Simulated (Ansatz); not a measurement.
Cost and result for the atomization energy of C2H9BSn, SMILES `CC[BH][SnH3]` (13 atoms, 12 bonds).

Z-matrix (Å, degrees):
```
C
C 1 1.524
H 1 1.093 2 110.8
H 1 1.093 2 112.0 3 119.9
H 1 1.092 2 111.1 3 -119.2
B 2 1.546 1 118.5 3 70.1
H 2 1.095 1 111.8 3 -64.5
H 2 1.112 1 109.6 3 -178.0
Sn 6 2.254 2 122.3 1 -162.9
H 6 1.200 2 119.8 1 21.3
H 9 1.714 6 112.9 2 -2.7
H 9 1.712 6 112.6 2 -124.2
H 9 1.713 6 110.8 2 116.9
```

Total charge 0; spin multiplicity 1. Correlated methods include outer-core shells of Sn, which these sets cover unevenly. Sn takes the def2 core potential. Geometry: relaxed with PBE0-D4/def2-TZVP. It is one conformer, not always the lowest. Program: Ansatz. All runs use 4 threads of an Arm Neoverse V2 on a shared host. Times are those of one run each, without the atoms' runs, and a repeat can differ threefold. Electronic energies, without spin–orbit coupling; frozen cores. CCSD(T)/CBS adds CCSD(T) − MP2 in def2-TZVPP to the MP2 limit, and its time is that of the two runs behind it. T1 = 0.012. With those shells the extrapolation isn't a true limit. B3LYP takes the VWN-RPA correlation (the form of Gaussian; ORCA's B3LYP/G).

CCSD(T)/CBS is a level of theory with its own doubt, some kJ/mol a heavy atom from the limit and from the frozen cores, so smaller differences don't rank the functionals.

```json
{"level": "PBE-D4/def2-TZVPP (with forces)", "functions": "269", "wall time": "2.2 s", "atomization (kcal/mol)": "1035.4", "difference from CCSD(T)/CBS": "6.3", "per bond": "0.5"}
{"level": "PBE0-D4/def2-TZVPP", "functions": "269", "wall time": "2.4 s", "atomization (kcal/mol)": "1029.3", "difference from CCSD(T)/CBS": "0.2", "per bond": "0.0"}
{"level": "B3LYP-D4/def2-TZVPP (with forces)", "functions": "269", "wall time": "4 s", "atomization (kcal/mol)": "1029.3", "difference from CCSD(T)/CBS": "0.2", "per bond": "0.0"}
{"level": "r2SCAN-D4/def2-TZVPP (with forces)", "functions": "269", "wall time": "4.1 s", "atomization (kcal/mol)": "1030.5", "difference from CCSD(T)/CBS": "1.4", "per bond": "0.1"}
{"level": "B2PLYP/def2-TZVPP", "functions": "269", "wall time": "5.5 s", "atomization (kcal/mol)": "1016.5", "difference from CCSD(T)/CBS": "-12.6", "per bond": "-1.0"}
{"level": "ωB97X-V/def2-TZVPP", "functions": "269", "wall time": "7 s", "atomization (kcal/mol)": "1033.0", "difference from CCSD(T)/CBS": "3.9", "per bond": "0.3"}
{"level": "ωB97M-V/def2-TZVPP (with forces)", "functions": "269", "wall time": "11 s", "atomization (kcal/mol)": "1030.3", "difference from CCSD(T)/CBS": "1.2", "per bond": "0.1"}
{"level": "MP2/def2-QZVPP", "functions": "523", "wall time": "21 s", "atomization (kcal/mol)": "1016.8", "difference from CCSD(T)/CBS": "-12.3", "per bond": "-1.0"}
{"level": "CCSD(T)/def2-TZVPP", "functions": "269", "wall time": "3.4 min", "atomization (kcal/mol)": "1008.7", "difference from CCSD(T)/CBS": "-20.4", "per bond": "-1.7"}
{"level": "CCSD(T)/CBS(def2)", "functions": "–", "wall time": "3.7 min", "atomization (kcal/mol)": "1029.1", "difference from CCSD(T)/CBS": "0.0", "per bond": "0.0"}
```

The D4 term adds +8.7 kcal/mol with B3LYP and +4.6 kcal/mol with PBE0; it sums over pairs of atoms, weighted by their polarisabilities, and B3LYP, whose exchange is more repulsive, gets the larger term. In def2-TZVPP, CCSD(T) changes the Hartree–Fock value by +226.1 kcal/mol (the triples alone add +10.4 kcal/mol) and MP2 by +222.2 kcal/mol; breaking electron pairs costs correlation energy, which Hartree–Fock lacks. From PBE to PBE0 (25 % exact exchange), in def2-TZVPP and without D4, the atomization energy moves by −5.3 kcal/mol: exact exchange takes away binding that semilocal exchange gives to molecules.

Spin–orbit coupling would lower the free Sn atoms strongly, and the atomization energy with them, by more than many differences here. For some Ge, Se and Sn compounds the MP2-based and the directly extrapolated limit differ by 10 to 25 kJ/mol.
